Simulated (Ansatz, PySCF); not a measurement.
Pt(OH)3 (H3O3Pt), SMILES [OH][Pt]([OH])[OH] (connectivity only; charge and spin as stated), neutral, multiplicity 4. Atoms are numbered in the order given.

```xyz
7

Pt     0.0185     0.0205    -0.1355
O      1.8070    -0.6634    -0.1671
H      2.4224    -0.2705    -0.8051
O     -0.6491    -1.0349     1.4854
H     -0.4628    -0.5073     2.2841
O     -1.5873     1.0060    -0.4784
H     -1.5536     1.6849    -1.1699
```
Charge 0, spin multiplicity 4.

The structure is a stationary point at B3LYP-D3(BJ)/def2-SVP. The multiplicity is an assumed one; other spin states were not compared. The def2 effective core potentials stand for the cores of Pt; spin–orbit coupling is left out. Other conformers were not sampled.

Two levels are set side by side: PBE-D3(BJ)/def2-SVP (Ansatz, an electronic-structure program) and B3LYP-D3(BJ)/def2-SVP (Ansatz). Each level has its own optimised geometry; the coordinates shown are those of the second. Frequencies come from the Hessian of PySCF at each geometry. Differences are taken from unrounded values.

| quantity | B3LYP-D3(BJ) |
|---|---|
| mean bond length (Å) | 1.465 |
| bond Pt1–O2 (Å) | 1.915 |
| bond Pt1–O4 (Å) | 2.046 |
| bond Pt1–O6 (Å) | 1.915 |
| bond O2–H3 (Å) | 0.970 |
| bond O4–H5 (Å) | 0.975 |
| bond O6–H7 (Å) | 0.970 |
| highest harmonic wavenumber (cm⁻¹) | 3802 |
| mean harmonic wavenumber (cm⁻¹) | 1121 |
| zero-point energy (kcal/mol) | 24.03 |

Problem. What does PBE-D3(BJ) give, and how far is it from B3LYP-D3(BJ)? (Estimate from the structure and the level; the computed values follow.)

Solution. 
```json
[
 {"quantity": "mean bond length (Å)", "PBE-D3(BJ)": "1.475", "PBE-D3(BJ) minus B3LYP-D3(BJ)": "0.010"},
 {"quantity": "bond Pt1–O2 (Å)", "PBE-D3(BJ)": "1.922", "PBE-D3(BJ) minus B3LYP-D3(BJ)": "0.007"},
 {"quantity": "bond Pt1–O4 (Å)", "PBE-D3(BJ)": "2.065", "PBE-D3(BJ) minus B3LYP-D3(BJ)": "0.019"},
 {"quantity": "bond Pt1–O6 (Å)", "PBE-D3(BJ)": "1.922", "PBE-D3(BJ) minus B3LYP-D3(BJ)": "0.007"},
 {"quantity": "bond O2–H3 (Å)", "PBE-D3(BJ)": "0.979", "PBE-D3(BJ) minus B3LYP-D3(BJ)": "0.009"},
 {"quantity": "bond O4–H5 (Å)", "PBE-D3(BJ)": "0.985", "PBE-D3(BJ) minus B3LYP-D3(BJ)": "0.010"},
 {"quantity": "bond O6–H7 (Å)", "PBE-D3(BJ)": "0.979", "PBE-D3(BJ) minus B3LYP-D3(BJ)": "0.009"},
 {"quantity": "highest harmonic wavenumber (cm⁻¹)", "PBE-D3(BJ)": "3684", "PBE-D3(BJ) minus B3LYP-D3(BJ)": "-117"},
 {"quantity": "mean harmonic wavenumber (cm⁻¹)", "PBE-D3(BJ)": "1090", "PBE-D3(BJ) minus B3LYP-D3(BJ)": "-31"},
 {"quantity": "zero-point energy (kcal/mol)", "PBE-D3(BJ)": "23.37", "PBE-D3(BJ) minus B3LYP-D3(BJ)": "-0.66"}
]
```

Exact exchange shortens and stiffens bonds; PBE has none. Differences between two approximate levels are no errors against the true value.
